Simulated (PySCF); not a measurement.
Sn(F)(Cl)(Me)2 (C₂H₆ClFSn), SMILES [CH3][Sn]([CH3])([F])[Cl].

The structure is a stationary point at B3LYP-D3(BJ)/def2-SVP. The structure was generated by enumeration; whether it is a known compound was not checked. The def2 effective core potentials stand for the cores of Sn; spin–orbit coupling is left out.

Method: IEF-PCM-M06-2X/def2-SVP run with PySCF.

The values are the electrostatic part of the solvation free energy, E(continuum) − E(gas) at the gas-phase geometry, in a cavity of scaled van der Waals radii (PySCF's table); cavitation and dispersion terms are not included. A continuum can't describe solvent molecules that bind to the metal. In vacuum the orbital gap is 10.02 eV. The dipole moment in vacuum is 4.23 D.

Computed values in water (ε = 78.36), dimethylsulfoxide (ε = 46.83), dichloromethane (ε = 8.93):
```tsv
solvent	ε	ΔG(elec) (kcal/mol)	dipole (D)	gap (eV)
water	78.36	-7.8	5.31	9.97
dimethylsulfoxide	46.83	-7.7	5.30	9.98
dichloromethane	8.93	-6.6	5.14	10.00
```
